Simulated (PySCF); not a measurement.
Lowest empty level (eV) of eight halogen compounds: PBE beside HF, computed with PySCF for isolated molecules in the bases named; differences from unrounded values. The eight are the first of their class met in an unordered collection, after screening for sound electronic states; none was chosen by its value. Each molecule has one DFT geometry for both levels.

| molecule | basis | HF | PBE | difference |
|---|---|---|---|---|
| 1-bromobuta-1,2-diene (C4H5Br), SMILES BrC=C=CC | def2-TZVP | 3.05 | ? | ? |
| 2-chloro-3,3-difluoroprop-1-ene (C3H3ClF2), SMILES C=C(Cl)C(F)F | def2-TZVP | 2.99 | -1.85 | -4.83 |
| C4H6F2, SMILES C(=C/[C@@H](C)F)/F | def2-TZVP | 3.66 | -1.10 | -4.76 |
| 1-chloro-2-fluorocyclobutene (C4H4ClF), SMILES FC1=C(Cl)CC1 | def2-TZVP | 3.78 | -0.59 | -4.37 |
| 1,1-dichloro-1-fluoropropane (C3H5Cl2F), SMILES CCC(F)(Cl)Cl | def2-TZVP | 3.72 | ? | ? |
| 1-chlorobuta-1,2-diene (C4H5Cl), SMILES C(=C=CC)Cl | def2-TZVP | 3.40 | -1.60 | -5.00 |
| 1-fluoro-1-methylcyclopropane (C4H7F), SMILES C1CC1(C)F | def2-TZVP | 3.83 | 0.45 | -3.38 |
| SeCl₄, SMILES Cl[Se](Cl)(Cl)Cl | def2-TZVP | -0.94 | ? | ? |

### Question
Some entries are withheld; supply them. (Estimate from the structure and the level; the computed values follow.)

### Answer

- 1-bromobuta-1,2-diene (C4H5Br), SMILES BrC=C=CC, PBE: -1.78
- 1-bromobuta-1,2-diene (C4H5Br), SMILES BrC=C=CC, difference: -4.83
- SeCl₄, SMILES Cl[Se](Cl)(Cl)Cl, PBE: -5.04
- SeCl₄, SMILES Cl[Se](Cl)(Cl)Cl, difference: -4.10
- 1,1-dichloro-1-fluoropropane (C3H5Cl2F), SMILES CCC(F)(Cl)Cl, PBE: -1.25
- 1,1-dichloro-1-fluoropropane (C3H5Cl2F), SMILES CCC(F)(Cl)Cl, difference: -4.98

PBE lies below HF in 8 and above it in 0 of the eight; the mean signed difference is -4.53 and the largest -5.00 eV.
